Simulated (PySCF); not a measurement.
Point groups of optimised structures. Method used: PBE0/pcSseg-1 in PySCF (dipole) on a GFN2-xTB geometry, gas phase. The symmetry is that of the one conformer found, every atom within 0.08 Å of its image; none is proved a minimum here.

What symmetry has `[CH3:1][NH:2][c:3]1[cH:4][cH:5][cH:6][n+:7]([O-:8])[cH:9]1` with C1–N2–C3–C4 179°, H–C1–N2–C3 -60° (nearest H)?

Cs; asymmetric top; symmetry number 1; 2 operations, which sort the 17 atoms into 16 sets; dipole 5.67 D; A, B, C = 2975, 1329, 924.0 MHz; heavy atoms equivalent by symmetry: none.

`O1[SiH2]O[SiH2]O[SiH2]O[SiH2]1`: symmetry, top, dipole?

D4h; oblate symmetric top; symmetry number 8; 16 operations, which sort the 16 atoms into 3 sets; dipole forbidden by symmetry (computed 0.01 D); A, B, C = 1138, 1133, 584.3 MHz.

What symmetry has `[CH3:1][CH2:2][CH2:3][C:4]([CH3:5])([CH3:6])[S:7](=[O:8])(=[O:9])[Cl:10]` with C1–C2–C3–C4 180°, C2–C3–C4–C5 -66°, C3–C4–S7–O8 -175°?

C1; asymmetric top; symmetry number 1; this conformer is chiral (no improper operation); dipole 4.93 D; A, B, C = 1428, 689.4, 609.0 MHz.
